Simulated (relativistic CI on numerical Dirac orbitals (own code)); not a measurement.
**How well does a small relativistic CI reproduce Pb IV?**

Method of calculation: Dirac-Coulomb-Breit CI, orbitals from a KLI potential per configuration, model QED (radiative potential, 1s self-energy scaled to tabulated hydrogen-like ionisation energies), valence Slater integrals scaled by 0.85, P86 correlation energy added to each configuration (own radial code, finite nucleus).

Configuration list (outside the closed core [Xe] 4f14): 5d10 6s, 5d10 6p, 5d10 6d, 5d9 6s2, 5d10 6f, 5d10 7s, 5d9 6s 6p, 5d9 6s 5f, 5d10 7p, 5d10 5f, 5d9 6s 5g, 5d10 8s, 5d10 7d, 5d10 8p, 5d10 5g, 5d10 9s, 5d10 8d, 5d10 9p, 5d10 10s, 5d10 10p, 5d9 6s 7p, 5d9 6s 7s, 5d9 6s 6d, 5d9 6s 8s, 5d9 6s 7d. Double excitations out of closed p, d and f shells are left out; levels of such configurations are missing from the list, as are those of other unlisted configurations, and high levels can miss mixing partners.

```csv
Configuration,Term (tabulated),J,Measured (cm⁻¹),Computed,Error,Purity (%)
5d10 6s,2S,1/2,0.0,0,0,100
5d10 6p,2P°,1/2,76158.0,74195,-1963,99
5d10 6p,2P°,3/2,97219.0,94236,-2983,99
5d9 6s2,2D,5/2,101252.0,110597,9345,100
5d9 6s2,2D,3/2,122568.0,131069,8501,100
5d10 6d,2D,3/2,184558.8,178913,-5646,100
5d10 7s,2S,1/2,185103.0,178646,-6457,100
5d10 6d,2D,5/2,186816.8,180892,-5924,100
5d10 8s,2S,1/2,249634.5,242425,-7210,100
5d10 7d,2D,3/2,250401.6,243399,-7002,100
5d10 7d,2D,5/2,251419.5,244288,-7132,100
```

Measured levels from Moore, Atomic Energy Levels, vol. III, NSRDS-NBS 35 (1971 reprint of NBS Circular 467, 1958); pairs were made by configuration, J and term (by order where the table uses no LS term), so strongly mixed levels may be paired wrongly. The analysis dates from before 1960.

Mean error by configuration (cm⁻¹): 5d10 6p -2473; 5d9 6s2 8923; 5d10 6d -5785; 5d10 7s -6457; 5d10 8s -7210; 5d10 7d -7067. Over the excited levels the mean absolute error is 6216 cm⁻¹ (10 of the 10 excited levels that our extract of the source holds in range could be paired), and the median relative error of those above 1,000 cm⁻¹ is 3.1 %.
